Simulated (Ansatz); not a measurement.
The first iterations of a band of Cl$_{3}$FH$_{2}$OZr (8 atoms, charge 0, multiplicity 1).

These are results of RKS B3LYP-D4/def2-SVP in Ansatz 0.2.0, not measurements.

* movable images: 7
* climbing image: yes
* spring: 5.0 eV/Å²
* optimiser: quadratic models (default)
* start path: through a guess of the saddle point
* force threshold: 0.05 eV/Å
* iteration limit: 60
* end points: relaxed

Initial state:

```xyz
8
Properties=species:S:1:pos:R:3
Zr -0.150 -0.131 0.024
Cl 0.150 -0.117 2.447
O 1.655 -0.304 -0.486
H 2.571 -0.393 -0.765
Cl -0.754 1.907 -1.005
Cl -1.115 -2.056 -0.945
F -2.311 0.080 1.099
H -1.942 0.063 1.977
```

Final state:

```xyz
8
Properties=species:S:1:pos:R:3
Zr -0.548 -0.293 -0.409
Cl -0.052 1.131 2.516
O 1.297 -0.646 -0.158
H 2.236 -0.778 -0.007
Cl -0.991 1.939 -1.051
Cl -1.194 -1.610 -2.255
F -1.662 -0.940 1.026
H -0.982 0.244 2.686
```

| iteration | highest image above the first end (eV) | largest band force component (eV/Å) |
| --- | --- | --- |
| 1 | 2.955 | 9.694 |
| 2 | 1.233 | 2.198 |
| 3 | 0.710 | 1.213 |
| 4 | 0.476 | 0.744 |

Question: Does the band converge within its limit, and where does its top end?

Answer: The run converged. It ended after 14 iterations with the highest image 0.342 eV above the first end. A vibrational analysis at the climbing image gives one clearly imaginary mode, 422i cm⁻¹: a first-order saddle point. The orbitals stay closed-shell, which can raise the energy where a bond breaks towards radicals; this wasn't checked here.

Run time: 3.9 min on 4 threads of Arm Neoverse V2, with other jobs on the host, peak memory 0.34 GiB.
